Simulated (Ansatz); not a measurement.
Isolated molecules relaxed with PBE0-D4/def2-TZVP in Ansatz; ΔE leaves out vibrations. CBS: MP2 limit from def2 TZ/QZ plus the TZ coupled-cluster correction, frozen cores. Functionals use def2-TZVPP. B3LYP here is the variant with VWN-RPA as its local correlation; programs differ in this. For As outer-core shells are correlated without core-valence functions, which leaves a few kJ/mol of doubt a bond. Scalar relativity is left out up to krypton. One conformer a species, not always the lowest.

Reaction (substitution at a C–Si bond): `O[SiH2]C[Si](O)(O)O` + `[AsH3]` → `O[SiH2]C[AsH2]` + `O[SiH](O)O`

(1) Is it downhill or uphill in electronic energy at CCSD(T)/CBS, and by how much? (Best estimate.)

(2) What do these levels give: r2SCAN-D4, PBE0-D4, B3LYP-D4, ωB97X-V, ωB97M-V, PBE, MP2/def2-TZVPP, SCS-MP2/def2-TZVPP, SCS-MP2/def2-QZVPP, HF/CBS(def2), MP2/CBS(def2), CCSD/CBS(def2)? (Estimate.)

Largest T1 diagnostic among the species: 0.011.

## Answers

(1) Computed: Uphill: ΔE = +54.0 kJ/mol.

(2) Ansatz gave: r2SCAN-D4 63.1, PBE0-D4 60.5, B3LYP-D4 58.9, ωB97X-V 59.6, ωB97M-V 61.9, PBE 53.4, MP2/def2-TZVPP 50.2, SCS-MP2/def2-TZVPP 47.0, SCS-MP2/def2-QZVPP 46.8, HF/CBS(def2) 47.3, MP2/CBS(def2) 50.1, CCSD/CBS(def2) 53.3 kJ/mol.

The D4 term adds +7.8 kJ/mol with B3LYP and +4.7 kJ/mol with PBE0; it sums over pairs of atoms, weighted by their polarisabilities, and B3LYP, whose exchange is more repulsive, gets the larger term.
